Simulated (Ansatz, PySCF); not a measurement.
Stretching the Ge1–H4 bond in CH6GeO (SMILES C[O][GeH3]) (multiplicity 1 held, fragments rigid). Energies count from the point at 1.532 Å.
Geometry at that point (charge 0, multiplicity 1):
```tsv
atom	x (Å)	y (Å)	z (Å)
Ge	0.7062	-0.1175	0.1180
O	-0.9059	-0.1263	-0.6599
C	-1.9800	0.5128	0.0058
H	1.6113	-0.8802	-0.8543
H	1.1614	1.3442	0.3114
H	0.6049	-0.8178	1.4893
H	-1.7930	1.5836	0.1537
H	-2.8707	0.4037	-0.6151
H	-2.1851	0.0600	0.9838
```

R- and RO- levels are restricted; in cc, def2 and unpolarised 6-31G sets they are followed outwards from rest. Unrestricted levels (U-) break spin symmetry where that is lower. Levels need not reach the same state.

Rows in LANL2DZ carry no dispersion term and start afresh at each structure. LANL2DZ brings its own core potentials from Na on.

Programs: Ansatz (Gaussian orbitals); PySCF for LANL2DZ rows. Each number belongs to the level named beside it.

Energies in eV.

```tsv
R (Å)	R-HF/cc-pVTZ	U-PBE/cc-pVTZ	R-r2SCAN/cc-pVTZ	U-r2SCAN/cc-pVTZ	U-B3LYP/LANL2DZ	U-B3LYP/cc-pVTZ
1.225	1.36	1.33	1.26	1.26	1.33	1.29
1.379	0.26	0.27	0.23	0.23	0.27	0.25
1.532	0.00	0.00	0.00	0.00	0.00	0.00
1.685	0.19	0.14	0.18	0.18	0.15	0.17
1.838	0.61	0.49	0.56	0.56	0.51	0.54
2.068	?	1.15	1.28	1.28	1.20	1.24
2.298	2.26	1.83	2.01	2.01	1.93	1.96
2.681	3.56	2.82	3.07	2.98	2.98	2.99
3.063	4.63	3.43	3.88	3.43	3.50	3.52
3.523	?	3.67	4.55	3.67	3.73	3.76
4.136	6.58	3.74	5.07	3.78	3.82	3.85
4.902	?	3.75	5.39	3.81	3.84	3.88
```

Task: Complete the blanks.

Result: 
- 3.523, R-HF/cc-pVTZ: 5.63
- 4.902, R-HF/cc-pVTZ: 7.35
- 2.068, R-HF/cc-pVTZ: 1.41

Doubts at one or more of the structures used: a restricted determinant that unrestricted orbitals would lower (R-HF/cc-pVTZ, R-r2SCAN/cc-pVTZ); a spin-contaminated determinant (U-PBE/cc-pVTZ, U-r2SCAN/cc-pVTZ, U-B3LYP/LANL2DZ, U-B3LYP/cc-pVTZ).

Ansatz is a program for electronic structure.
